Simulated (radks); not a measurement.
Valence configurations of Sr+ (all share [Kr]). Method: scalar-relativistic Kohn-Sham, r2SCAN, spin-unpolarised, spherical densities, finite nucleus; meta-GGA in the generalised Kohn-Sham scheme; Fermi nuclear charge, rms radius 4.224 fm; computed with a radial shooting solver on a logarithmic mesh with Libxc functionals. Energies are relative to 5s1; eigenvalues in eV.

valence      E (eV)   e(4d)   e(5p)   e(5s)
5s1           0.000       -       -  -8.216
4d0.5 5s0.5   0.907  -5.798       -  -7.571
5s0.5 5p0.5   1.451       -  -5.601  -8.412
4d1           1.810  -5.190       -       -
5p1           2.834       -  -5.842       -

NIST lists [Kr] 5s1 as the ground configuration; this level of theory agrees among the configurations tried. The energies are those of spherical spin-averaged densities, not of single terms.
